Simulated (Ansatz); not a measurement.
Two spin states of BeCl-, each at its own minimum; 2S+1 = 1, 3 were tried, and our sources give no spin for the ground state.

```
level               energy of the multiplicity-3 state above the multiplicity-1 state (kcal/mol)
------------------  ----------------------------------------------------------------------------
PBE/def2-TZVPP                                                                             37.14
PBE0/def2-TZVPP                                                                            36.01
wB97X-V/def2-TZVPP                                                                         41.67
CCSD/def2-TZVPP                                                                            42.11
CCSD(T)/def2-TZVPP                                                                         43.10
```

The rows run from 36.01 (PBE0/def2-TZVPP) to 43.10 kcal/mol (CCSD(T)/def2-TZVPP). The 3 functionals in def2-TZVPP without D3 or D4 span 5.66, from PBE0 to wB97X-V.

Each state is the lowest solution found for its spin in def2 and cc sets. The singlet is a restricted closed-shell determinant, which can mix singlet states where a π or δ shell is part-filled.

Correlated levels freeze the inner cores; with def2 sets outer-core shells near the valence are correlated too.

Doubts at one or more of the structures used: a restricted determinant that unrestricted orbitals would lower (CCSD/def2-TZVPP, CCSD(T)/def2-TZVPP).

Run with Ansatz (a quantum-chemistry and plane-wave program). Each number belongs to the level named beside it.
